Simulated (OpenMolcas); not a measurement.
V2+ with its 6 nearest oxide ions at 2.252 Å, on the Ca site of CaO (a = 4.8105 Å, distance in the model lattice 2.405 Å). The rest of the host is ab initio model potentials to 7.6 Å, with orthogonalisation functions on the cations behind the ligands, and point charges beyond; the distance is set by hand and nothing relaxes. Ligand basis ANO-RCC-VDZP.
```
V     0.0000    0.0000    0.0000
O     2.2520    0.0000    0.0000
O     0.0000    2.2520    0.0000
O    -2.2520    0.0000    0.0000
O     0.0000   -2.2520    0.0000
O     0.0000    0.0000    2.2520
O     0.0000    0.0000   -2.2520
```

| Quantity | Value |
| --- | --- |
| Program | OpenMolcas |
| Method | SS-CASPT2, IPEA 0.25 Eh, imaginary shift 0.1 Eh (closed shells correlated: 3s 3p and the ligand valence shells) |
| Basis | ANO-RCC-VTZP [6s5p3d2f1g] |
| Scalar Hamiltonian | DKH2, point nucleus |
| Active space | 3 electrons in 5 orbitals (3d) |
| State averaging | 2S+1 = 4 even, 10 roots; 2S+1 = 2 even, 40 roots |
| Spin-orbit coupling | state interaction with AMFI integrals over the reference wave functions |

Q: What is the spin-free ground state (labels of O, the rotations of Oh)?

A: 4A2, 1-fold in its orbital part, 100 % from free-ion F terms; it has the highest spin that d3 allows.

Q: Where is the first state of the same spin?

A: 4T2 at 12800 cm-1 above the ground state.

Q: What are the lowest two levels with spin-orbit coupling?

A: A 4-fold level Γ8, then a 4-fold level Γ8 11650 cm-1 above it. Their leading multiplicities are 4 (100 %) and 2 (97 %).

Q: What is χT at 300 K, and how does it compare with the textbook value?

A: The lowest level has 2S+1 = 4, for which the spin-only value is χT = S(S+1) / 2 = 1.875 cm3 K/mol (g = 2). The computed 1.859 at 300 K differs by -0.016, through a little spin-orbit mixing out of the ground term, against the free-electron g of 2.0023, which raises it.

Roots that are degenerate in the reference are averaged as groups; the widest CASPT2 spread within a group is 280 cm-1 (the 3-fold group of multiplicity 2 near 25100 cm-1 above the lowest state of its run). Shifts and gaps below about the spread of the groups concerned are not significant. Over all roots computed the reference weight is 0.70 to 0.71; a low but even weight reflects the number of correlated electrons. Ligand-to-metal charge-transfer states are missing. These CASPT2 states fit no ligand-field parameters well, so their order and spin gaps are uncertain. With no ligand orbital active B as a rule stays too high, so bands that hang on it stand too high and its fall with covalency is understated. With one d shell and no ligand orbital active, 10Dq can be off by tens of per cent for divalent 3d ions, low with halides held by bare charges and at times high in hosts. Free-ion shares, where given, are those of the reference states; single-state CASPT2 does not remix them. No measured value stands beside these numbers; the geometry was set by hand and not optimised.
